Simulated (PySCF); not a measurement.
# Orbital picture of SnB⁺

r²SCAN at R = 2.387 Å; Sn def2-SVPD with ECP28, B def2-SVPD; scalar-relativistic core potentials (PySCF 2.14). State: ³Π (triplet), unpaired electrons σ ↑, π ↑. Only the outer orbitals are listed, counted within each symmetry, core potentials removing the inner ones.

| spin | orbital | occ. | ε (eV) | on Sn (%) | main shells (%) |
| --- | --- | --- | --- | --- | --- |
| α | 5σ | 1 | -19.13 | 67 | 63 Sn s, 28 B s |
| α | 6σ | 1 | -15.44 | 39 | 60 B s, 29 Sn s, 9 Sn p |
| α | 7σ | 1 | -11.63 | 40 | 55 B p, 35 Sn p |
| α | 3π | 1 | -11.31 | 50 | 48 Sn p, 48 B p |
| α | 3π | 0 | -10.58 | 59 | 58 Sn p, 39 B p |
| α | 4π | 0 | -8.84 | 50 | 51 B p, 49 Sn p |
| α | 4π | 0 | -8.20 | 41 | 59 B p, 40 Sn p |
| β | 5σ | 1 | -18.09 | 67 | 66 Sn s, 25 B s |
| β | 6σ | 1 | -13.96 | 44 | 56 B s, 28 Sn s, 14 Sn p |
| β | 3π | 0 | -10.16 | 62 | 61 Sn p, 35 B p |
| β | 3π | 0 | -9.36 | 67 | 67 Sn p, 30 B p |
| β | 7σ | 0 | -8.82 | 38 | 38 Sn p, 36 B p, 26 B s |

Task: Which are the highest filled and the lowest empty level, where do they sit, and how wide is the gap?

Result: Highest filled α 3π at -11.31 eV (in %: 48 Sn p, 48 B p); lowest empty α 3π at -10.58 eV (in %: 58 Sn p, 39 B p); the gap at r²SCAN is 0.73 eV. Both belong to one degenerate shell, split only by its one-sided filling, so this is no excitation gap.

| Property | Result |
| --- | --- |
| bond order (Mayer) | 1.26 |
| ⟨S²⟩ | 2.008 |
| charge on Sn (Mulliken, basis-dependent) | 0.93 |
| charge on Sn (Löwdin, basis-dependent) | 0.93 |
| dipole moment (positive dipole points towards B; it is taken about the centre of mass and depends on that origin) | 1.63 D |

Spin–orbit coupling is left out. The state was picked by a PBE0 search and need not be the measured ground state.
